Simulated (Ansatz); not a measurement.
The cluster Hf2N2, relaxed as a singlet with RKS r2SCAN-D4/def2-TZVP in Ansatz, starting from the GFN2-xTB geometry. Force threshold 0.02 eV/Å.

In the def2 sets Hf takes a core potential; there is no spin–orbit coupling. The restricted singlet is unstable: a solution with broken spin symmetry lies lower. The relaxation made no stability test and no search for a lower SCF solution. At r2SCAN-D4/def2-TZVP a triplet of charge 0 lies 0.34 eV below the restricted singlet, each at its own geometry. The structure comes from a short search, and lower isomers may exist.

Start:

Cartesian coordinates in Å:
```
Hf -1.1269 1.0593 0.6067
Hf 0.9047 -0.7809 -0.6395
N 0.4175 -1.2939 1.0942
N -0.1953 1.0155 -1.0614
```

| step | energy (eV) | largest force component (eV/Å) | SCF passes |
| --- | --- | --- | --- |
| 1 | -5590.9624 | 3.020 | 50 |
| 2 | -5592.1516 | 3.074 | 39 |
| 3 | -5593.2494 | 3.121 | 39 |
| 4 | -5593.7113 | 2.327 | 37 |
| 5 | -5593.8133 | 0.120 | 31 |
| 6 | -5593.8138 | 0.002 | 26 |

Force components are those of the run's own axes.

End:

```tsv
atom	x (Å)	y (Å)	z (Å)
Hf1	-0.928	0.728	0.739
Hf2	0.929	-0.727	-0.738
N3	0.122	-0.858	0.999
N4	-0.123	0.858	-1.000
```

By distances, no bond broke or formed. The bond that changes most is Hf1–N3, from 2.86 to 1.92 Å (atoms count from 1).

No frequencies were taken in this run, so the end may be a saddle point.

Run time 15 s (4 threads of Arm Neoverse V1 on a shared host).
